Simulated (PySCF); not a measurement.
# Correlation energy of Zn (zinc, neutral)

[Ar] 3d10 4s2, closed-shell 1S. All numbers are calculated (PySCF 2.14, the non-relativistic Hamiltonian (point nucleus), in def2-SVP). Frozen: [Ar]; 12 electrons correlated.

MP2 pair energies summed by pair of shells (mhartree):

| pair | energy | share (%) |
| --- | --- | --- |
| 3d-3d | -253.66 | 88.3 |
| 4s-4s | -18.69 | 6.5 |
| 3d-4s | -14.91 | 5.2 |

Total MP2 correlation energy: -287.26 mhartree.

Same-spin part -103.26 and opposite-spin part -184.00 mhartree; SCS-MP2 scales them by 1/3 and 6/5 to -255.22 mhartree.

```
  level  correlation energy (mhartree)
   CCSD                        -276.21
    (T)                          -7.80
CCSD(T)                        -284.01
```

Diagnostics: T1 = 0.011, D1 = 0.0328, largest double amplitude 0.123.

Task: Is a single reference adequate?

Result: Mostly. T1 lies below 0.03, but a double amplitude of this size points to a near-degeneracy that CCSD handles and MP2 describes poorly.
